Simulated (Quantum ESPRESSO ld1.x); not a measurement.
Values are calculated unless marked as measured or tabulated.
Task: Cs, configuration [Xe] 6s0.5 7s0.5 (fractional occupations, a model configuration). Level of theory: Dirac Kohn-Sham, LDA (Slater exchange, Perdew-Zunger correlation), spin-unpolarised, spherical densities, point nucleus (ld1.x of Quantum ESPRESSO 7.5). Some entries of the table are withheld. Estimate them.

orbital  occ.  eigenvalue (Ry)  <r^2> (bohr^2)  <r> (bohr)
1s1/2       2         -2626.46       0.0009264         (1)
2s1/2       2         -411.998         0.01479      0.1118
2p1/2       2         -387.781         0.01089     0.09407
2p3/2       4         -361.923         0.01217     0.09996
3s1/2       2         -85.6993          0.1024      0.2991
3p1/2       2         -75.5652         0.09707      0.2890
3p3/2       4         -70.6124          0.1050      0.3008
3d3/2       4         -52.7399             (2)      0.2715
3d5/2       6         -51.6872             (3)      0.2753
4s1/2       2         -16.2334             (4)      0.6950
4p1/2       2         -12.5955          0.5918      0.7208
4p3/2       4         -11.5764          0.6385      0.7487
4d3/2       4         -5.65331          0.8056      0.8314
4d5/2       6         -5.48445          0.8261      0.8419
5s1/2       2         -2.07576           3.403       1.736
5p1/2       2         -1.18532           4.638       2.015
5p3/2       4         -1.06207           5.111       2.115
6s1/2     0.5         -0.21970           31.49       5.250
7s1/2     0.5         -0.05572           213.7       13.90

Result: 
(1) 1s1/2 <r> (bohr): 0.02613
(2) 3d3/2 <r^2> (bohr^2): 0.08722
(3) 3d5/2 <r^2> (bohr^2): 0.08948
(4) 4s1/2 <r^2> (bohr^2): 0.5458
